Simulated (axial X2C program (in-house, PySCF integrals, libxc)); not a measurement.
## TaS along the bond: PBE0, with spin–orbit coupling

All values were computed with an in-house all-electron X2C program for linear molecules (integrals from PySCF). Two-component (2c) means X2C with spin–orbit coupling and atomic mean-field two-electron Coulomb and Gaunt terms. Basis: Ta dyall-cv3z [13s14p9d7f4g], S dyall-av3z [9s8p3d2f] (cores contracted in-house); Gaussian nuclei, density fitting, unrestricted open shells. Masses: Ta 180.948 u, S 31.972 u.

State: Ω = 3/2 (⟨Sz⟩ = -0.48, ⟨Lz⟩ = 1.98 at PBE0). Dipoles are positive if S is the positive end.

Results along the bond:

```csv
R (Å),μ (D),HOMO (eV),LUMO (eV)
1.915,-2.343,-5.38,-2.51
1.978,-2.570,-5.46,-2.63
2.041,-2.802,-5.53,-2.76
2.104,-3.037,-5.60,-2.89
2.178,-3.310,-5.68,-3.03
2.251,-3.577,-5.76,-3.17
2.346,-3.895,-5.84,-3.35
```

One determinant describes the state; a PBE0 search over occupations chose it and may have missed a lower one. Density functionals use the spin component along the axis (collinear). The functionals have no current-density term, which raises determinants with orbital currents, atoms included. The lowest spin-free determinant has another configuration (M_S = 3/2, Λ = 0), so the order of states is uncertain and this need not be the ground state.
